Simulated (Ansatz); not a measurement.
`O[Si](O)(S)[TeH]` + PH₃ → `P[TeH]` + `O[SiH](O)S`  (ligand exchange at a Te–Si bond)

Isolated molecules relaxed with PBE0-D4/def2-TZVP in Ansatz; ΔE leaves out vibrations. CCSD(T)/CBS is the MP2 limit (def2-TZVPP, def2-QZVPP) plus CCSD(T) − MP2 in def2-TZVPP, frozen cores. This one scheme is used for every species. Functionals use def2-TZVPP. Elements past krypton have def2 core potentials. For Te outer-core shells are correlated without core-valence functions, which leaves a few kJ/mol of doubt a bond. One conformer a species, not always the lowest.

| level | ΔE (kJ/mol) |
| --- | --- |
| ωB97X-V | 32.9 |
| ωB97M-V | 32.9 |
| revPBE | 23.8 |
| BLYP | 19.5 |
| r2SCAN0 | 30.0 |
| BHLYP | 23.0 |
| HF/def2-QZVPP | 18.8 |
| MP2/CBS(def2) | 34.6 |

What does CCSD(T)/CBS give? (Best estimate.)

The calculation gave: +31.5 kJ/mol. The listed levels differ from it by 1.4, 1.4, -7.7, -12.0, -1.5, -8.5, -12.7, 3.1 kJ/mol.

Largest T1 diagnostic among the species: 0.013.

The D4 term adds +8.4 kJ/mol with B3LYP and +4.8 kJ/mol with PBE0; it sums over pairs of atoms, weighted by their polarisabilities, and B3LYP, whose exchange is more repulsive, gets the larger term. At CCSD(T), def2-SVP lies +5.9 kJ/mol from the extrapolated value and def2-TZVPP +0.6 kJ/mol.

B3LYP here is the variant with VWN-RPA as its local correlation; programs differ in this.
